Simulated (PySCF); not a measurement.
Problem. Give a PBE0-D3(BJ)/def2-SVP geometry of InChI=1S/AsH6PSi/c1-3-2/h1-3H2.

Solution. 
```xyz
9
AsH6PSi angstrom
P     -1.7611    0.5491   -0.6091
Si     0.0568   -0.4858    0.2638
As     1.9561    0.5662   -0.6924
H     -2.6745   -0.0422    0.3171
H     -1.5807    1.7243    0.1848
H      0.0826   -0.4866    1.7597
H      0.0364   -1.9031   -0.2114
H      2.8966   -0.0862    0.3173
H      1.7757    1.7996    0.1894
```

Any rigid rotation of these coordinates is as good. Atoms count from 1 in this order. P1 (three-coordinate phosphorus) is pyramidal (angles 94.2°, 93.5° and 93.5°, sum 281.2°, 0.86 Å off the plane of its three neighbours). As3 (arsenic bonded to Si and 2 H) is pyramidal (angles 92.1°, 92.1° and 91.8°, sum 276.0°, 0.95 Å off the plane of its three neighbours). Si2 (SiH2 silicon) is distorted tetrahedral (angles from 106.5° to 113.5°).

Bonds between heavy atoms (Å): P1–Si2 2.267, Si2–As3 2.372.

Computed with PBE0-D3(BJ)/def2-SVP geometry optimisation, gas phase (PySCF).

No PBE0-D3(BJ)/def2-SVP frequencies stand behind this structure, so it isn't proved a minimum. The numbers are those of one conformer (H–P1–Si2–As3 -168° and -74°, P1–Si2–As3–H 167° and 75°).
